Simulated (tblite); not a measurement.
Species: C6H11NOSi.
Geometry (GFN2-xTB, Å), atoms numbered from 1 in this order:
```
atom  x, y, z in Å
C1     2.606    0.564    0.487
N2     2.253   -0.222   -0.680
C3     1.220   -1.203   -0.410
C4    -0.129   -0.544   -0.205
C5    -0.495    0.583   -0.818
Si6   -2.159    1.377   -0.541
C7    -2.863    0.090    0.616
C8    -2.143   -0.961    1.002
O9    -0.874   -1.284    0.664
H10    3.397    1.260    0.216
H11    1.732    1.132    0.801
H12    2.946   -0.049    1.336
H13    3.080   -0.694   -1.032
H14    1.431   -1.822    0.480
H15    1.151   -1.871   -1.274
H16    0.243    1.013   -1.477
H17   -2.065    2.698    0.102
H18   -2.947    1.507   -1.776
H19   -3.867    0.160    1.005
H20   -2.523   -1.723    1.677
```

All values are computed: GFN2-xTB (tblite) harmonic vibrations without scaling, gas phase. Against measured fundamentals such values can be off by several per cent, at times by over 20. Modes of hydrogen on silicon can be 10 to 20 % off. One conformer, not necessarily the lowest.

Harmonic wavenumbers (cm⁻¹): 35.4, 85.0, 120.5, 156.6, 189.0, 234.9, 332.9, 345.7, 351.9, 415.8, 473.4, 516.1, 526.2, 563.6, 623.9, 678.6, 757.5, 790.7, 811.5, 820.5, 825.6, 834.5, 908.8, 917.9, 960.2, 989.0, 1050.2, 1102.8, 1113.3, 1134.5, 1181.6, 1219.6, 1236.0, 1273.9, 1330.2, 1341.5, 1396.4, 1417.4, 1452.6, 1486.4, 1499.6, 1628.1, 1662.1, 2165.2, 2197.0, 2810.7, 2857.0, 2938.7, 3011.7, 3015.1, 3026.8, 3083.4, 3087.5, 3363.1.

A = 2542, B = 893.0, C = 740.5 MHz; mass 141.061 u (most abundant isotopes); point group C1, symmetry number 1.

What is the zero-point energy?

½Σν̃ = 34174 cm⁻¹ = 408.81 kJ/mol.

Entropy at 200 K, 1 bar (ideal gas, RRHO, classical rotation)?

Translation 162.28, rotation 119.02, vibration 76.95: S = 358.3 J/(mol K).

And Cp and H(200 K) − H(0)?

Cp = 121.52 J/(mol K), of which vibrations give 88.26 (their classical limit is 54 R = 449.0); H(200 K) − H(0) = 15.10 kJ/mol without the zero-point energy, 8.45 from vibrations.

What must be added to the electronic energy to get the Gibbs energy at 200 K and 1 bar?

ZPE + [H(200 K) − H(0)] − T·S = 408.81 + 15.10 − 71.65 = 352.26 kJ/mol.

How do the functions run with temperature in this model?

| T (K) | S (J/(mol K)) | Cp (J/(mol K)) | H − H(0) (kJ/mol) | G − H(0) (kJ/mol) | ln q(vib) |
| --- | --- | --- | --- | --- | --- |
| 50 | 248.4 | 52.9 | 2.08 | -10.34 | 0.59 |
| 100 | 292.1 | 75.4 | 5.29 | -23.91 | 1.70 |
| 298.15 | 415.7 | 169.7 | 29.39 | -94.56 | 6.72 |
| 373.15 | 457.6 | 204.6 | 43.45 | -127.32 | 8.71 |
| 500 | 524.8 | 254.8 | 72.71 | -189.69 | 12.13 |
| 750 | 642.2 | 323.7 | 145.71 | -335.97 | 18.76 |
| 1000 | 741.8 | 367.7 | 232.51 | -509.31 | 24.99 |

q(vib) and H(0) count from the zero-point level.

Blend soft modes into free rotors: weight 1/[1 + (100 cm⁻¹/ν̃)⁴] for the oscillator and the rest for a rotor with moment μB/(μ + B), μ = h/(8π²ν), B = 10⁻⁴⁴ kg m². What vibrational entropy results?

71.13 J/(mol K) in place of 76.95, which changes −T·S at 200 K by +1.16 kJ/mol.

Which modes carry the vibrational entropy at 200 K?

35.4 cm⁻¹: 19.71; 85.0 cm⁻¹: 12.53; 120.5 cm⁻¹: 9.76; 156.6 cm⁻¹: 7.75; 189.0 cm⁻¹: 6.37; 234.9 cm⁻¹: 4.88 J/(mol K); the other 48 give 15.95 together.

Hindered rotation and anharmonicity are outside this model. Other conformers, if any are populated, would add a mixing term that is left out. The structure is chiral; the term R ln 2 for an equal mix with its mirror image is left out.
